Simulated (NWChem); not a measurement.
System: InO, doublet; SMILES [O]=[In]

Output (shortened):

```
             Northwest Computational Chemistry Package (NWChem) 7.3.0
             --------------------------------------------------------

 ORDER OF PRIMARY AXIS IS BEING SET TO 4
 C4V symmetry detected

                             Geometry "geometry" -> ""
                             -------------------------

 Output coordinates in angstroms (scale by  1.889725989 to convert to a.u.)

  No.       Tag          Charge          X              Y              Z
 ---- ---------------- ---------- -------------- -------------- --------------
    1 In                  49.0000     0.00000000     0.00000000    -0.27361937
    2 O                    8.0000     0.00000000     0.00000000     1.67591863

 Effective nuclear repulsion energy (a.u.)     106.4034051185

      Symmetry information
      --------------------

 Group name             C4v
 Group number             18
 Group order               8
 No. of unique centers     2

                                 NWChem DFT Module
                                 -----------------

 Summary of "ao basis" -> "ao basis" (spherical)
 ------------------------------------------------------------------------------
       Tag                 Description            Shells   Functions and Types
 ---------------- ------------------------------  ------  ---------------------
 In                         def2-svp                10       26   4s4p2d
 O                          def2-svp                 6       14   3s2p1d

      Symmetry analysis of basis
      --------------------------

        a1         16
        a2          0
        b1          3
        b2          3
        e          18

            General Information
            -------------------
          SCF calculation type: DFT
          Wavefunction type:  spin polarized.
          No. of atoms     :     2
          No. of electrons :    29
           Alpha electrons :    15
            Beta electrons :    14
          Charge           :     0
          Spin multiplicity:     2
          Use of symmetry is: on ; symmetry adaption is: on
          Maximum number of iterations: 150
          AO basis - number of functions:    40
                     number of shells:    16
          Convergence on energy requested:  1.00D-06
          Convergence on density requested:  1.00D-05
          Convergence on gradient requested:  5.00D-04

              XC Information
              --------------
                         MN15 Method XC Functional
                     Hartree-Fock (Exact) Exchange  0.440
                          MN15 Exchange Functional  1.000
                        MN15 Correlation Potential  1.000

             Grid Information
             ----------------
          Grid used for XC integration:  coarse
          Radial quadrature: Mura-Knowles
          Angular quadrature: Lebedev.
          Tag              B.-S. Rad. Rad. Pts. Rad. Cut. Ang. Pts.
          ---              ---------- --------- --------- ---------
          In                  1.55      104           7.0       302
          O                   0.60       35           7.0       302
          Grid pruning is: on
          Number of quadrature shells:   139
          Spatial weights used:  Erf1

      Superposition of Atomic Density Guess
      -------------------------------------

 Sum of atomic energies:        -292.74145577

      Non-variational initial energy
      ------------------------------

 Total energy =    -263.634702
 1-e energy   =    -528.813623
 2-e energy   =     219.577461
 HOMO         =      -0.272308
 LUMO         =       0.010037

   Symmetry analysis of molecular orbitals - initial alpha
   -------------------------------------------------------

 !! scf_movecs_sym_adapt:    6 vectors were symmetry contaminated

  Symmetry fudging

 !! scf_movecs_sym_adapt:    4 vectors were symmetry contaminated

  Numbering of irreducible representations:

     1 a1          2 a2          3 b1          4 b2          5 e

  Orbital symmetries:

     1 a1          2 a1          3 a1          4 e           5 e
     6 a1          7 e           8 e           9 b2         10 b1
    11 a1         12 a1         13 e          14 e          15 a1
    16 e          17 e          18 a1         19 a1         20 e
    21 e          22 a1         23 b2         24 b1         25 e

   Symmetry analysis of molecular orbitals - initial beta
   ------------------------------------------------------

 !! scf_movecs_sym_adapt:    6 vectors were symmetry contaminated

  Symmetry fudging

 !! scf_movecs_sym_adapt:    4 vectors were symmetry contaminated

  Numbering of irreducible representations:

     1 a1          2 a2          3 b1          4 b2          5 e

  Orbital symmetries:

     1 a1          2 a1          3 a1          4 e           5 e
     6 a1          7 e           8 e           9 b2         10 b1
    11 a1         12 a1         13 e          14 e          15 a1
    16 e          17 e          18 a1         19 a1         20 e
    21 e          22 a1         23 b2         24 b1         25 e

     ---------------------------------------------
      Total Density - Mulliken Population Analysis
     ---------------------------------------------

    Atom       Charge   Shell Charges
 -----------   ------   -------------------------------------------------------
    1 In  21    19.60   2.60 -0.60  0.76  0.57  3.25  2.74  0.18  0.07  9.72  0.31
    2 O    8     9.40   1.99  1.16  0.79  3.17  2.28  0.00

     --------------------------------------------
      Spin Density - Mulliken Population Analysis
     --------------------------------------------

[...]

                         DFT ENERGY GRADIENTS

    atom               coordinates                        gradient
                 x          y          z           x          y          z
   1 In      0.000000   0.000000  -0.517066    0.000000   0.000000   0.004813
   2 O       0.000000   0.000000   3.167027    0.000000   0.000000  -0.004813
```

Level: MN15/def2-SVP with def2 effective core potentials on In, spin-unrestricted. All runs use the structure optimised with PBE0/def2-SVP, spin-unrestricted. No stability test was run on the SCF state. def2 effective core potentials on In; no spin-orbit coupling.

Problem. Write an input that gives this output.

Solution. One answer among several that fit: the input that was run:
```
start job
memory heap 200 mb stack 900 mb global 1100 mb
geometry units angstroms noautoz
  In     0.000000     0.000000    -0.310426
  O      0.000000     0.000000     1.639112
end
basis spherical
  * library def2-svp
end
ecp
  In library def2-ecp
end
dft
  odft
  mult 2
  xc mn15
  grid coarse
  iterations 150
  mulliken
end
task dft gradient
```
